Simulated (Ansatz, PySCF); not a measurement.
Gas-phase reaction (SMILES): COB(Cl)OC + F (HF) → COB(F)OC + Cl (HCl); hydrogen fluoride cleaves one B-Cl bond, a model of a ligand-exchange step.

Each molecule is optimised on its own at B3LYP-D3(BJ)/def2-TZVP (Ansatz, an electronic-structure program), one conformer each, not searched for the lowest. Correlated levels leave the core frozen unless marked. No spin-orbit coupling. Non-relativistic. CBS marks a two-point X^-3 extrapolation of the correlation energy; Hartree-Fock from the larger set. Thermal terms are rigid-rotor harmonic-oscillator values from B3LYP-D3(BJ) frequencies (Ansatz or PySCF) at 298.15 K and 1 atm. 1 Eh = 627.5095 kcal/mol.

```
species    E, CCSD(T)/CBS(cc-pV(T+d)Z,cc-pV(Q+d)Z) (Ansatz) (Eh)  E, B3LYP-D3(BJ)/def2-TZVPD (Ansatz + dftd3) (Eh)  H - E (Eh)
---------  -----------------------------------------------------  ------------------------------------------------  ----------
COB(Cl)OC                                             -714.74588                                        -715.60710     0.09987
F (HF)                                                -100.39146                                        -100.49389     0.01259
COB(F)OC                                              -354.77759                                        -355.28319     0.10112
Cl (HCl)                                              -460.37849                                        -460.83744     0.01000
```

Problem. Work out ΔE and ΔH at 298.15 K at the first level, then ΔH at the second.

Solution. 
1. ΔE = [(-354.77759) + (-460.37849)] - [(-714.74588) + (-100.39146)] = -0.01874 Eh = -11.8 kcal/mol at CCSD(T)/CBS(cc-pV(T+d)Z,cc-pV(Q+d)Z).
2. The terms H - E add up to -0.00134 Eh, so ΔH = (-0.01874 + (-0.00134))×627.5095 = -12.6 kcal/mol.
3. At B3LYP-D3(BJ)/def2-TZVPD the same steps give ΔE = -12.3 and ΔH = -13.2 kcal/mol, a shift of -0.6 from the first level.
4. These values are not checked against measurement here, since the tables used lack a sound gas-phase enthalpy of formation for at least one species.
